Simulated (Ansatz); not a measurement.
```yaml
crystal:
  periodic: [false, false, false]
  atoms:
    - {symbol: B, position_ang: [0.788642, -0.565899, -1.714815]}
    - {symbol: C, position_ang: [1.745535, -1.311873, 0.976313]}
    - {symbol: B, position_ang: [-0.939190, -0.855086, 1.845619]}
    - {symbol: Si, position_ang: [-1.816921, 1.978186, -0.455940]}
    - {symbol: H, position_ang: [1.570179, -1.414744, -3.651298]}
    - {symbol: H, position_ang: [3.126590, -2.741448, 1.473865]}
    - {symbol: H, position_ang: [2.740344, 0.530916, 0.396648]}
    - {symbol: H, position_ang: [-2.208625, -2.502125, 2.722719]}
    - {symbol: H, position_ang: [-0.538686, 4.418940, 0.088819]}
    - {symbol: H, position_ang: [-4.310643, 2.366564, -1.676258]}
basis:
  gaussian: {orbitals: def2-TZVP}
total_charge: 1
magnetization: {spin_polarized: true, initial_magnetization: 1}
hamiltonian: {xc: {name: PBE-QIDH}}
output: {forces: true}
```

```sh
$ ansatz run in.yaml --threads 2 --pin off --events-out ev --progress --plain --max-ram 4352MiB
```

It prints (some lines left out):

```
Functional definition: PBE-QIDH
1072 factors; integrals over basis functions are off by at most 1.4e-3 eV
mean field evaluation 1: about -10290.5815 eV, gradient 3.7e1 eV
mean field evaluation 2: about -10290.6328 eV, gradient 3.7e1 eV
mean field evaluation 4: about -10299.1203 eV, gradient 2.7e1 eV
mean field evaluation 8: about -10307.7766 eV, gradient 3.3e0 eV
mean field evaluation 16: about -10310.8606 eV, gradient 1.7e0 eV
mean field evaluation 32: about -10303.6271 eV, gradient 1.7e1 eV
mean field evaluation 64: about -10311.0819 eV, gradient 7.1e-1 eV
mean field evaluation 96: about -10311.0398 eV, gradient 7.2e-1 eV
mean field evaluation 128: about -10306.8986 eV, gradient 1.1e1 eV
mean field evaluation 160: about -10311.2088 eV, gradient 9.2e-2 eV
mean field -10311.20986780 eV, -378.9299734524 hartree, gradient 4.3e-6 eV, S^2 4.986111; 8 other end points of the search recorded, 0 dependent functions left out
8 core orbitals not correlated: weight in the atoms' cores, before any rotation towards them, 1.000 or more for the frozen orbitals, at most 0.000 for the correlated occupied ones
reference -10311.20989301 eV, -378.9299743790 hartree; 10, 9 occupied and 148, 149 virtual orbitals, 1072 factors
second order -8.42935755 eV of doubles, -0.00000000 eV of singles
Total energy: -10314.01967886 eV, -379.0332321045 hartree
Atom 0 at     0.788642    -0.565899    -1.714815 Å, force     0.976302    -0.830623     0.392502 eV/Å
Atom 1 at     1.745535    -1.311873     0.976313 Å, force    -0.229922     0.511446    -0.593338 eV/Å
Atom 2 at    -0.939190    -0.855086     1.845619 Å, force     0.504167    -0.126534    -0.424497 eV/Å
Atom 3 at    -1.816921     1.978186    -0.455940 Å, force    -0.159804    -0.220616     0.099371 eV/Å
Atom 4 at     1.570179    -1.414744    -3.651298 Å, force    -0.397583     0.444238     0.793802 eV/Å
Atom 5 at     3.126590    -2.741448     1.473865 Å, force    -0.969549     1.039059    -0.465145 eV/Å
Atom 6 at     2.740344     0.530916     0.396648 Å, force    -0.534248    -1.000293     0.242567 eV/Å
Atom 7 at    -2.208625    -2.502125     2.722719 Å, force     0.493202     0.442787    -0.262573 eV/Å
Atom 8 at    -0.538686     4.418940     0.088819 Å, force    -0.100612    -0.226295    -0.011480 eV/Å
Atom 9 at    -4.310643     2.366564    -1.676258 Å, force     0.418046    -0.033169     0.228790 eV/Å
Dipole moment:    -0.367598    -0.333643     0.037380 e Å
```

In this input the coordinates are in bohr but typed as ångström. Self-consistency was reached. The result belongs to that input, not to the molecule as meant.
